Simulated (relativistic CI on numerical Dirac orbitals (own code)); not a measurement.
**Calculated levels, Sb³²⁺**

Calculated at this level of theory: Dirac-Coulomb-Breit CI, orbitals from a KLI potential per configuration, a model potential for QED, unscaled Slater integrals (own radial code, finite nucleus).

Configuration list (outside the closed core [Ne]): 3s²3p⁶3d, 3s²3p⁵3d², 3s3p⁶3d², 3s²3p⁶4s, 3s²3p⁶4p, 3s²3p⁶4d, 3s²3p⁵3d4s, 3s²3p⁶4f, 3s²3p⁵3d4p, 3p⁶3d³, 3p⁵3d⁴, 3p⁵3d³4s. Double excitations out of closed p, d and f shells are left out; levels of such configurations are missing from the list, as are those of other unlisted configurations, and high levels can miss mixing partners. These lack a partner that the ground configuration has and come out too high: 3s²3p⁵3d4p.

The lowest level is 3s²3p⁶3d ²D3/2, with 100 % of that term; Hund's rules for 3s²3p⁶3d give ²D with J = 3/2, in agreement.

| No. | Configuration | Term | J | E (cm⁻¹) | % | Next component (%) | Landé g | Lifetime (s) |
| --- | --- | --- | --- | --- | --- | --- | --- | --- |
| 1 | 3s²3p⁶3d | ²D | 3/2 | 0 | 100 |  | 0.794 |  |
| 2 | 3s²3p⁶3d | ²D | 5/2 | 101977 | 100 |  | 1.196 | 8.78e-05 |
| 3 | 3s²3p⁵3d² | ⁴D° | 1/2 | 1212870 | 93 | 6 ²P° | 0.056 | 3.58e-09 |
| 4 | 3s²3p⁵3d² | ⁴D° | 3/2 | 1223588 | 64 | 18 ⁴F° | 1.045 | 5.95e-09 |
| 5 | 3s²3p⁵3d² | ⁴F° | 5/2 | 1258115 | 40 | 29 ⁴D° | 1.084 | 5.16e-09 |
| 6 | 3s²3p⁵3d² | ⁴G° | 7/2 | 1283341 | 43 | 25 ²G° | 1.023 | 2.99e-05 |
| 7 | 3s²3p⁵3d² | ⁴D° | 5/2 | 1313149 | 40 | 25 ²F° | 1.217 | 4.43e-09 |
| 8 | 3s²3p⁵3d² | ⁴D° | 7/2 | 1337638 | 57 | 26 ⁴F° | 1.310 | 1.77e-09 |
| 9 | 3s²3p⁵3d² | ⁴G° | 9/2 | 1337834 | 74 | 14 ⁴F° | 1.181 | 2.29e-04 |
| 10 | 3s²3p⁵3d² | ⁴P° | 3/2 | 1359132 | 40 | 15 ⁴F° | 1.322 | 3.20e-10 |
| 11 | 3s²3p⁵3d² | ²D° | 3/2 | 1364655 | 34 | 29 ⁴D° | 1.094 | 2.47e-10 |
| 12 | 3s²3p⁵3d² | ⁴P° | 5/2 | 1373186 | 51 | 26 ²F° | 1.282 | 3.90e-09 |
| 13 | 3s²3p⁵3d² | ⁴G° | 11/2 | 1373827 | 77 | 23 ²H° | 1.227 | 1.23e-03 |
| 14 | 3s²3p⁵3d² | ²G° | 7/2 | 1396491 | 43 | 30 ²F° | 1.071 | 3.47e-08 |
| 15 | 3s²3p⁵3d² | ⁴P° | 1/2 | 1422389 | 41 | 30 ²P° | 1.690 | 2.45e-07 |
| 16 | 3s²3p⁵3d² | ²F° | 7/2 | 1445612 | 48 | 32 ⁴D° | 1.196 | 4.47e-10 |
| 17 | 3s²3p⁵3d² | ⁴F° | 9/2 | 1449527 | 56 | 38 ²G° | 1.224 | 7.63e-05 |
| 18 | 3s²3p⁵3d² | ²D° | 5/2 | 1451262 | 47 | 28 ⁴D° | 1.201 | 2.31e-10 |
| 19 | 3s²3p⁵3d² | ²D° | 3/2 | 1467970 | 25 | 21 ⁴S° | 1.251 | 2.99e-10 |
| 20 | 3s²3p⁵3d² | ²H° | 11/2 | 1472140 | 77 | 23 ⁴G° | 1.128 | 6.36e-05 |
| 21 | 3s²3p⁵3d² | ²D° | 5/2 | 1485758 | 41 | 20 ⁴D° | 1.200 | 5.84e-10 |
| 22 | 3s²3p⁵3d² | ²F° | 7/2 | 1517561 | 53 | 34 ⁴D° | 1.217 | 4.20e-11 |
| 23 | 3s²3p⁵3d² | ²G° | 9/2 | 1534543 | 59 | 32 ²H° | 1.059 | 3.78e-05 |
| 24 | 3s²3p⁵3d² | ²P° | 1/2 | 1534886 | 63 | 20 ⁴P° | 1.245 | 7.21e-11 |
| 25 | 3s²3p⁵3d² | ²D° | 3/2 | 1537372 | 42 | 26 ⁴F° | 0.852 | 1.11e-11 |
| 26 | 3s²3p⁵3d² | ²F° | 5/2 | 1569168 | 55 | 31 ⁴G° | 0.829 | 5.86e-12 |
| 27 | 3s²3p⁵3d² | ²G° | 7/2 | 1637601 | 43 | 30 ⁴D° | 1.113 | 1.19e-11 |
| 28 | 3s²3p⁵3d² | ⁴D° | 1/2 | 1641844 | 41 | 40 ²P° | 0.652 | 4.53e-12 |
| 29 | 3s²3p⁵3d² | ²P° | 3/2 | 1666977 | 41 | 31 ²D° | 1.265 | 3.85e-11 |
| 30 | 3s²3p⁵3d² | ⁴F° | 5/2 | 1667535 | 31 | 28 ⁴D° | 1.098 | 7.25e-12 |
| 31 | 3s²3p⁵3d² | ²P° | 3/2 | 1717973 | 55 | 18 ⁴S° | 1.444 | 7.34e-12 |
| 32 | 3s²3p⁵3d² | ²F° | 5/2 | 1807936 | 71 | 20 ⁴G° | 0.829 | 2.06e-12 |
| 33 | 3s²3p⁵3d² | ⁴G° | 7/2 | 1818114 | 42 | 27 ²G° | 1.027 | 4.81e-10 |
| 34 | 3s²3p⁵3d² | ²D° | 5/2 | 1848729 | 34 | 28 ²F° | 1.036 | 2.62e-11 |
| 35 | 3s²3p⁵3d² | ⁴D° | 3/2 | 1867877 | 36 | 34 ²D° | 1.077 | 5.54e-11 |
| 36 | 3s²3p⁵3d² | ²G° | 9/2 | 1877308 | 45 | 26 ²H° | 1.094 | 5.65e-07 |
| 37 | 3s²3p⁵3d² | ²S° | 1/2 | 1883625 | 39 | 33 ⁴P° | 1.644 | 1.25e-09 |
| 38 | 3s²3p⁵3d² | ²F° | 7/2 | 1936085 | 36 | 34 ⁴D° | 1.210 | 2.44e-11 |
| 39 | 3s²3p⁵3d² | ²P° | 3/2 | 1986043 | 27 | 24 ²D° | 1.342 | 3.39e-11 |
| 40 | 3s²3p⁵3d² | ²G° | 9/2 | 1986823 | 45 | 37 ²H° | 1.055 | 5.14e-07 |
| 41 | 3s²3p⁵3d² | ²P° | 1/2 | 2004538 | 67 | 22 ⁴D° | 0.680 | 1.11e-12 |
| 42 | 3s²3p⁵3d² | ²D° | 5/2 | 2011665 | 40 | 34 ²F° | 1.117 | 1.42e-10 |
| 43 | 3s²3p⁵3d² | ²D° | 3/2 | 2070354 | 83 | 10 ²P° | 0.833 | 6.50e-13 |
| 44 | 3s²3p⁵3d² | ²F° | 7/2 | 2073120 | 73 | 24 ²G° | 1.078 | 1.53e-12 |
| 45 | 3s²3p⁵3d² | ²D° | 5/2 | 2118092 | 76 | 10 ²F° | 1.167 | 7.47e-13 |

Energies count from the lowest computed level; ° marks odd parity; lifetimes are radiative, by E1, M1, E2, M2, E3 decay to levels of this space only.

The mean weight of the leading LS term, summed over parents, in these 45 levels is 53 %, and that of the leading jj configuration (from the same eigenvectors) 80 %, so jj coupling describes them better and the LS labels are nominal.

At this charge energies of transitions that change n are usually good to better than 1 %, and those within a shell (Δn = 0) to a few per cent.

LS names give the leading component of a level, which can be under half, so a name can repeat, a term be missing and a line seem to break the LS rules.
